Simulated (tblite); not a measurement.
Record of a relaxation.

C5H10B2F2.
Atom-mapped SMILES: `[BH2:1][C:2]1([B:3]([F:4])[F:5])[CH2:6][CH2:7][CH2:8][CH2:9]1` (hydrogens: H10, H11 on B1; H12, H13 on C6; H14, H15 on C7; H16, H17 on C8; H18, H19 on C9)

Computed with GFN2-xTB (tblite), gas phase: L-BFGS steps from a force-field or distance-geometry start until the largest atomic force falls under 0.01 eV/Å. 8 of its 109 geometries are shown.

Step 0: E = -756.2762 eV, largest atomic force 3.472 eV/Å
```
atom  x, y, z in Å  |  force x, y, z in eV/Å
B1     -1.311    1.444    0.407    0.348   0.975  -0.892
C2     -0.711    0.036    0.066   -1.802  -0.740   0.436
B3     -1.822   -1.070   -0.104   -2.620  -1.324  -0.406
F4     -1.913   -1.954   -1.234   -0.023   1.888   2.860
F5     -2.915   -1.143    0.858    2.498  -0.251  -2.399
C6      0.116    0.201   -1.198    0.340   0.397  -0.367
C7      1.488    0.470   -0.601    0.306   0.463  -0.066
C8      1.579   -0.655    0.407    0.082  -0.474  -0.461
C9      0.261   -0.458    1.142    0.793  -0.294   0.608
H10    -1.817    2.035   -0.494   -0.261  -0.272   0.542
H11    -0.835    2.079    1.264   -0.382  -0.046   0.276
H12     0.050   -0.750   -1.738    0.344   0.594  -0.459
H13    -0.216    1.088   -1.741   -0.015  -0.550  -0.495
H14     2.304    0.468   -1.338   -0.258   0.228   0.295
H15     1.380    1.439   -0.044    0.630  -0.629  -0.697
H16     2.444   -0.598    1.079   -0.195  -0.222  -0.291
H17     1.542   -1.603   -0.187    0.381   0.488   0.764
H18     0.412    0.377    1.832   -0.108  -0.628   0.445
H19    -0.046   -1.394    1.617   -0.059   0.397   0.307
```

Step 15: E = -757.2936 eV, largest atomic force 0.239 eV/Å
```
atom  x, y, z in Å  |  force x, y, z in eV/Å
B1     -1.327    1.510    0.391    0.074   0.093  -0.055
C2     -0.744    0.073    0.077    0.002   0.057  -0.084
B3     -1.882   -1.013   -0.098    0.006   0.085  -0.093
F4     -1.947   -1.846   -1.119   -0.013  -0.034  -0.059
F5     -2.836   -1.219    0.791    0.023   0.014   0.069
C6      0.131    0.228   -1.209    0.123   0.052  -0.072
C7      1.532    0.441   -0.654    0.085   0.001   0.080
C8      1.591   -0.640    0.415    0.023  -0.058   0.015
C9      0.260   -0.472    1.150    0.008  -0.028   0.047
H10    -2.017    2.039   -0.390   -0.077  -0.104  -0.055
H11    -0.999    2.129    1.323   -0.010  -0.092   0.134
H12     0.149   -0.679   -1.813   -0.209  -0.098   0.061
H13    -0.210    1.038   -1.846   -0.013   0.111   0.007
H14     2.312    0.352   -1.411   -0.048  -0.063   0.010
H15     1.619    1.416   -0.174   -0.023   0.090  -0.083
H16     2.452   -0.550    1.075   -0.026   0.026   0.041
H17     1.621   -1.619   -0.062    0.082  -0.060  -0.025
H18     0.370    0.233    1.969   -0.033   0.097   0.024
H19    -0.085   -1.412    1.577    0.029  -0.088   0.039
```

Step 31: E = -757.3368 eV, largest atomic force 0.086 eV/Å
```
atom  x, y, z in Å  |  force x, y, z in eV/Å
B1     -1.359    1.491    0.415   -0.029   0.059   0.000
C2     -0.721    0.091    0.060   -0.009   0.072  -0.015
B3     -1.879   -0.971   -0.117   -0.023  -0.038  -0.014
F4     -2.009   -1.758   -1.167   -0.037   0.001  -0.049
F5     -2.780   -1.205    0.820   -0.004  -0.017   0.025
C6      0.145    0.234   -1.230    0.081   0.030   0.001
C7      1.562    0.391   -0.691    0.046  -0.002   0.022
C8      1.613   -0.627    0.445    0.004   0.026  -0.026
C9      0.262   -0.463    1.147    0.017  -0.003  -0.019
H10    -2.066    1.996   -0.368    0.039   0.015   0.014
H11    -1.123    2.035    1.423   -0.054  -0.046  -0.031
H12     0.074   -0.659   -1.855    0.012  -0.004   0.070
H13    -0.152    1.090   -1.834   -0.049  -0.027   0.020
H14     2.325    0.211   -1.450   -0.050   0.008   0.026
H15     1.692    1.402   -0.294    0.025  -0.073  -0.023
H16     2.441   -0.452    1.133   -0.004  -0.044  -0.071
H17     1.708   -1.632    0.026    0.009   0.063   0.054
H18     0.347    0.245    1.971   -0.015  -0.036  -0.030
H19    -0.089   -1.411    1.557    0.040   0.016   0.044
```

Step 46: E = -757.3641 eV, largest atomic force 0.602 eV/Å
```
atom  x, y, z in Å  |  force x, y, z in eV/Å
B1     -1.416    1.450    0.440   -0.015  -0.174  -0.369
C2     -0.698    0.093    0.074    0.056   0.108   0.071
B3     -1.890   -0.938   -0.122    0.200   0.261   0.244
F4     -2.191   -1.466   -1.277   -0.145  -0.209  -0.546
F5     -2.674   -1.356    0.849   -0.036  -0.027   0.248
C6      0.168    0.204   -1.212   -0.206   0.024  -0.107
C7      1.597    0.361   -0.715   -0.197   0.009  -0.143
C8      1.636   -0.599    0.460    0.012  -0.069  -0.026
C9      0.294   -0.410    1.169    0.069  -0.003   0.070
H10    -1.881    2.082   -0.421   -0.035   0.096  -0.066
H11    -1.517    1.808    1.531   -0.024   0.068   0.378
H12     0.080   -0.703   -1.812    0.077  -0.101   0.022
H13    -0.150    1.026   -1.842   -0.024   0.169  -0.052
H14     2.299    0.106   -1.500    0.243  -0.073  -0.052
H15     1.798    1.380   -0.398   -0.078   0.177   0.104
H16     2.471   -0.419    1.131    0.096  -0.041   0.030
H17     1.708   -1.605    0.056    0.057  -0.206   0.104
H18     0.399    0.333    1.957   -0.041   0.021   0.030
H19    -0.042   -1.338    1.627   -0.011  -0.029   0.062
```

Step 62: E = -757.4115 eV, largest atomic force 0.074 eV/Å
```
atom  x, y, z in Å  |  force x, y, z in eV/Å
B1     -1.450    1.424    0.427    0.009  -0.002  -0.008
C2     -0.675    0.098    0.062   -0.034   0.008  -0.008
B3     -1.883   -0.912   -0.121    0.010  -0.010   0.008
F4     -2.360   -1.243   -1.305   -0.044  -0.009   0.001
F5     -2.519   -1.489    0.881    0.022  -0.021   0.018
C6      0.173    0.172   -1.238   -0.023   0.018   0.025
C7      1.599    0.337   -0.733   -0.006   0.009   0.002
C8      1.646   -0.613    0.457   -0.027  -0.023   0.027
C9      0.322   -0.365    1.180   -0.069   0.019  -0.020
H10    -1.736    2.194   -0.403    0.009  -0.017  -0.018
H11    -1.777    1.619    1.531    0.030  -0.010   0.020
H12     0.086   -0.757   -1.808    0.041   0.038   0.014
H13    -0.145    0.990   -1.880    0.016   0.004  -0.009
H14     2.344    0.104   -1.490    0.031  -0.023  -0.034
H15     1.756    1.359   -0.389    0.005   0.058  -0.012
H16     2.505   -0.433    1.101    0.017   0.005   0.039
H17     1.694   -1.642    0.102    0.003  -0.053  -0.029
H18     0.444    0.423    1.922   -0.001  -0.008  -0.016
H19    -0.032   -1.257    1.696    0.011   0.018   0.001
```

Step 77: E = -757.4174 eV, largest atomic force 0.030 eV/Å
```
atom  x, y, z in Å  |  force x, y, z in eV/Å
B1     -1.449    1.423    0.418    0.002  -0.018  -0.024
C2     -0.682    0.094    0.047    0.011  -0.009   0.007
B3     -1.883   -0.926   -0.119    0.005  -0.008   0.010
F4     -2.436   -1.219   -1.280    0.010   0.015   0.009
F5     -2.442   -1.550    0.901    0.002  -0.016  -0.012
C6      0.181    0.178   -1.244   -0.012   0.010   0.002
C7      1.604    0.342   -0.725   -0.012   0.003  -0.008
C8      1.635   -0.617    0.460    0.003  -0.001  -0.006
C9      0.308   -0.355    1.173    0.004  -0.003  -0.001
H10    -1.722    2.200   -0.408   -0.009   0.010  -0.015
H11    -1.767    1.607    1.526   -0.002   0.016   0.014
H12     0.110   -0.747   -1.821   -0.011   0.011   0.014
H13    -0.133    0.997   -1.886    0.015   0.013  -0.007
H14     2.355    0.105   -1.478   -0.008  -0.005  -0.004
H15     1.762    1.366   -0.383   -0.001  -0.004   0.007
H16     2.490   -0.455    1.115    0.002   0.006   0.005
H17     1.673   -1.643    0.092   -0.004  -0.014   0.012
H18     0.434    0.445    1.902    0.006   0.000  -0.004
H19    -0.048   -1.235    1.706   -0.001  -0.004   0.000
```

Step 93: E = -757.4199 eV, largest atomic force 0.019 eV/Å
```
atom  x, y, z in Å  |  force x, y, z in eV/Å
B1     -1.461    1.427    0.407   -0.004   0.000   0.000
C2     -0.682    0.101    0.055   -0.003  -0.004   0.005
B3     -1.870   -0.933   -0.119   -0.003  -0.001  -0.003
F4     -2.470   -1.162   -1.271    0.008   0.009  -0.005
F5     -2.367   -1.640    0.878   -0.004  -0.002   0.002
C6      0.178    0.191   -1.239   -0.003  -0.001   0.001
C7      1.606    0.329   -0.725   -0.001  -0.002   0.000
C8      1.632   -0.624    0.466   -0.011   0.001   0.002
C9      0.309   -0.347    1.179   -0.004   0.004   0.006
H10    -1.752    2.180   -0.436   -0.010  -0.008   0.006
H11    -1.769    1.641    1.513    0.005  -0.003   0.009
H12     0.089   -0.724   -1.827    0.004   0.000  -0.003
H13    -0.122    1.025   -1.867    0.005  -0.004  -0.009
H14     2.346    0.077   -1.484    0.010   0.001   0.006
H15     1.783    1.351   -0.387    0.006  -0.001  -0.001
H16     2.489   -0.459    1.119   -0.003  -0.006  -0.012
H17     1.664   -1.654    0.108   -0.005   0.002   0.004
H18     0.442    0.454    1.905    0.004   0.016  -0.009
H19    -0.054   -1.222    1.717    0.009  -0.003   0.000
```

Step 108: E = -757.4211 eV, largest atomic force 0.008 eV/Å
```
atom  x, y, z in Å  |  force x, y, z in eV/Å
B1     -1.475    1.421    0.411   -0.005   0.004   0.002
C2     -0.681    0.104    0.060    0.000   0.001   0.000
B3     -1.862   -0.935   -0.128    0.000   0.001   0.003
F4     -2.471   -1.131   -1.282    0.005  -0.003   0.004
F5     -2.345   -1.677    0.850    0.002   0.004   0.003
C6      0.181    0.196   -1.236   -0.001   0.002  -0.002
C7      1.611    0.320   -0.724   -0.001  -0.002   0.005
C8      1.628   -0.631    0.468    0.000  -0.006   0.000
C9      0.312   -0.332    1.185    0.004  -0.001  -0.002
H10    -1.818    2.147   -0.437    0.000  -0.004  -0.004
H11    -1.741    1.656    1.524   -0.006  -0.004  -0.003
H12     0.084   -0.715   -1.829    0.001   0.001  -0.005
H13    -0.113    1.035   -1.861   -0.004   0.006   0.001
H14     2.348    0.060   -1.483   -0.002   0.002   0.006
H15     1.798    1.341   -0.387    0.007  -0.002   0.001
H16     2.491   -0.479    1.116   -0.002  -0.001  -0.002
H17     1.641   -1.662    0.112   -0.003  -0.003  -0.003
H18     0.457    0.484    1.892    0.002  -0.003  -0.004
H19    -0.054   -1.194    1.741    0.001   0.006  -0.001
```

Task: Summarise the path.

Result: The energy falls by 26.40 kcal/mol from step 0 to step 108; nine tenths of that is first reached at step 17. It rises by more than 0.2 meV at step 46. The largest force goes from 3.472 to 0.008 eV/Å. Among the bonds B3–F5 changes most, from 1.458 to 1.320 Å; the atoms move by 0.432 Å rms after alignment.

Task: Follow the three bonds and two angles with the largest change from start to end.

Result: 
```csv
step,E above end (kcal/mol),largest force (eV/Å),B3–F5 (Å),B3–F4 (Å),C2–C6 (Å),B1–C2–B3 (°),H12–C6–H13 (°)
0,26.40,3.472,1.458,1.438,1.519,112.6,116.3
5,5.45,0.773,1.328,1.325,1.553,115.6,109.0
9,4.26,0.234,1.321,1.320,1.568,115.0,107.7
14,3.12,0.219,1.323,1.320,1.565,112.9,107.5
19,2.41,0.128,1.322,1.320,1.560,111.1,108.8
23,2.24,0.081,1.321,1.319,1.559,111.0,108.5
28,2.07,0.085,1.322,1.319,1.562,109.3,107.8
33,1.86,0.090,1.321,1.319,1.560,108.5,108.0
38,1.68,0.108,1.322,1.319,1.558,106.4,108.4
42,1.46,0.139,1.322,1.321,1.557,105.4,107.9
47,0.93,0.152,1.320,1.320,1.554,103.3,107.1
52,0.53,0.114,1.321,1.320,1.557,102.0,109.0
56,0.36,0.092,1.319,1.320,1.554,101.2,107.8
61,0.24,0.056,1.319,1.319,1.554,101.1,107.8
66,0.15,0.045,1.320,1.320,1.554,101.0,108.1
70,0.12,0.033,1.320,1.319,1.554,101.1,107.9
75,0.09,0.030,1.320,1.320,1.555,101.4,108.0
80,0.07,0.033,1.320,1.319,1.556,101.3,107.9
85,0.05,0.028,1.320,1.320,1.557,101.7,107.9
89,0.04,0.023,1.320,1.319,1.557,101.6,107.9
94,0.03,0.019,1.320,1.320,1.557,101.7,108.0
99,0.02,0.022,1.319,1.319,1.558,101.8,107.9
103,0.01,0.022,1.319,1.320,1.558,101.5,107.9
108,0.00,0.008,1.320,1.320,1.559,101.5,107.9
```

The cost below is that of the whole relaxation. On one thread, Intel Xeon at 2.50 GHz (x86_64), shared host with 64 logical CPUs at a one-minute load of 63, this took 2.2 s wall.
